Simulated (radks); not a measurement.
Species: Xe. Configuration: [Xe].

Method: non-relativistic Kohn-Sham, exchange-only LDA, spin-polarised, spherical densities, point nucleus; relativity is left out, which matters for an element this heavy; computed with a radial shooting solver on a logarithmic mesh with Libxc functionals.

Energy parts (eV):
| part | energy |
|---|---|
| total | -196565.727 |
| kinetic | 196565.727 |
| electron-nucleus | -466827.906 |
| Hartree | 78334.532 |
| exchange | -4638.079 |

Orbitals (lengths in bohr, moments of r in powers of bohr; r(max) is where P^2 peaks):
1s: occ. 2; eigenvalue (eV) -32887.31; <r^2> 0.001061; <r^4> 2.844e-06; <r> 0.02817; r(max) 0.01866
2s: occ. 2; eigenvalue (eV) -4986.387; <r^2> 0.01722; <r^4> 0.0005020; <r> 0.1211; r(max) 0.1030
2p: occ. 6; eigenvalue (eV) -4694.414; <r^2> 0.01290; <r^4> 0.0003255; <r> 0.1031; r(max) 0.08040
3s: occ. 2; eigenvalue (eV) -1016.247; <r^2> 0.1175; <r^4> 0.02084; <r> 0.3209; r(max) 0.2927
3p: occ. 6; eigenvalue (eV) -892.4650; <r^2> 0.1120; <r^4> 0.01982; <r> 0.3110; r(max) 0.2791
3d: occ. 10; eigenvalue (eV) -661.4480; <r^2> 0.09353; <r^4> 0.01584; <r> 0.2815; r(max) 0.2265
4s: occ. 2; eigenvalue (eV) -180.1212; <r^2> 0.6308; <r^4> 0.5845; <r> 0.7474; r(max) 0.6886
4p: occ. 6; eigenvalue (eV) -136.2005; <r^2> 0.6901; <r^4> 0.7223; <r> 0.7785; r(max) 0.7052
4d: occ. 10; eigenvalue (eV) -60.6724; <r^2> 0.8890; <r^4> 1.335; <r> 0.8727; r(max) 0.7458
5s: occ. 2; eigenvalue (eV) -17.0167; <r^2> 4.281; <r^4> 28.51; <r> 1.942; r(max) 1.689
5p: occ. 6; eigenvalue (eV) -7.2298; <r^2> 6.410; <r^4> 70.54; <r> 2.352; r(max) 1.930

The highest occupied level is 5p at -7.230 eV. The electron density at the nucleus is 1.11e+05 e/bohr^3. Virial ratio -V/T = 2.00000.
